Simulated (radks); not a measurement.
Problem. The mean radii <r> (bohr) of the occupied orbitals of an atom or ion are listed with their occupations. All-electron calculation, non-relativistic Kohn-Sham, PBEsol, spin-polarised, spherical densities, point nucleus. Program: a radial shooting solver on a logarithmic mesh with Libxc functionals.

| orbital | occ. | <r> |
|---|---|---|
| 1s up | 1 | 0.08629 |
| 1s down | 1 | 0.08628 |
| 2s up | 1 | 0.4166 |
| 2s down | 1 | 0.4164 |
| 2p up | 3 | 0.3773 |
| 2p down | 3 | 0.3771 |
| 3s up | 1 | 1.332 |
| 3s down | 1 | 1.340 |
| 3p up | 3 | 1.459 |
| 3p down | 1 | 1.479 |

Name the element and its charge. Open shells, if any, are filled with parallel spins first.

Solution. Z = 18, argon, charge +2: Ar2+ in [Ne] 3s2 3p4. The 1s radius gives Z: for a bare nucleus <r> = 1.5/Z, 0.08333 bohr for Z = 18, and screening makes it slightly larger (0.08629 here). The occupations add up to 16, and the charge is Z minus that.
